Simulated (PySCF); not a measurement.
Positional isomers: azulene fluoro+boryl. All species are isolated molecules in the gas phase. One relaxed conformer stands for each flexible species; it need not be the lowest. Strings in code marks are SMILES.

All values below come from PySCF with TPSSh-D3(BJ)/def2-TZVP // B3LYP-D3(BJ)/def2-SVP. All candidates: neutral, multiplicity 1. Delta-SCF ions had no search for a lower state. Excitations are Tamm–Dancoff values on a coarser integration grid. The basis has no diffuse functions, so Rydberg states are missing or too high.

- S1 excitation (TDA) = 2.48 eV
- LUMO = -3.04 eV
- vertical ionisation energy (Delta-SCF) = 7.57 eV

Problem. Say which member has these values.
A) `Bc1cc(F)cc2cccc-2c1`
B) `Bc1ccc2c(F)ccccc1-2`
C) `Bc1cc(F)ccc2cccc1-2`
D) `Bc1cc2cccccc-2c1F`

Solution. A, `Bc1cc(F)cc2cccc-2c1`. The others give `Bc1cc2cccccc-2c1F`: 1.84 eV, -3.30 eV, 7.32 eV; `Bc1ccc2c(F)ccccc1-2`: 2.71 eV, -2.81 eV, 7.77 eV; `Bc1cc(F)ccc2cccc1-2`: 1.97 eV, -3.30 eV, 7.50 eV
